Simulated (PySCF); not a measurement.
# Pd(OH)₂ at several levels of theory

All levels use the PBE0 minimum (triplet; O–H 0.966 Å (×2), Pd–O 1.889 Å (×2); H–O–Pd 118.9° (×2), O–Pd–O 180.0°), basis [Pd def2-SVP with ECP28, O def2-SVP, H def2-SVP], scalar-relativistic core potentials, density fitting, no spin–orbit coupling, PySCF. For vertical energies the ionised species is a doublet (spins chosen at PBE0 and kept) and the electron-attached one a doublet. Atomisation goes to high-spin ground-configuration atoms, without zero-point energy. Open shells are unrestricted, also as the reference of the correlated levels. A dash marks a value that was not computed or is not defined at that level.

```xyz
5
charge 0 multiplicity 3, angstrom
Pd    0.0000    0.0000    0.0000
O     0.0645    0.0000    1.8878
O    -0.0645    0.0000   -1.8878
H    -0.7647    0.0000    2.3827
H     0.7647    0.0000   -2.3827
```

```
 level  atomisation (kJ/mol)  vertical IP (eV)  vertical EA (eV)  −ε(HOMO) (eV)
  PBE0                  1351              9.81              1.80           7.50
    HF                   758             10.15              0.93          11.38
   MP2                     –                 ?                 ?              –
   PBE                     ?                 ?                 ?              ?
 B3LYP                  1372              9.80              1.88           7.22
r2SCAN                     –              9.58              1.75           6.21
 TPSSh                  1385              9.49              1.68           6.55
M06-2X                  1272             10.20              1.90           9.00
 M06-L                     –              9.38              1.56           5.94
```

(1) Fill in the row of PBE.

(2) Fill in the row of MP2.

Answers

(1) atomisation (kJ/mol) 1486, vertical IP (eV) 9.39, vertical EA (eV) 1.72, −ε(HOMO) (eV) 5.75.

(2) vertical IP (eV) 9.98, vertical EA (eV) 2.04.

Spin contamination in at least one species weakens the values at: HF, MP2.

Without diffuse functions attachment energies tend to come out too low.

Open d and f shells are described by one determinant, and the ground state may have another occupation or spin.
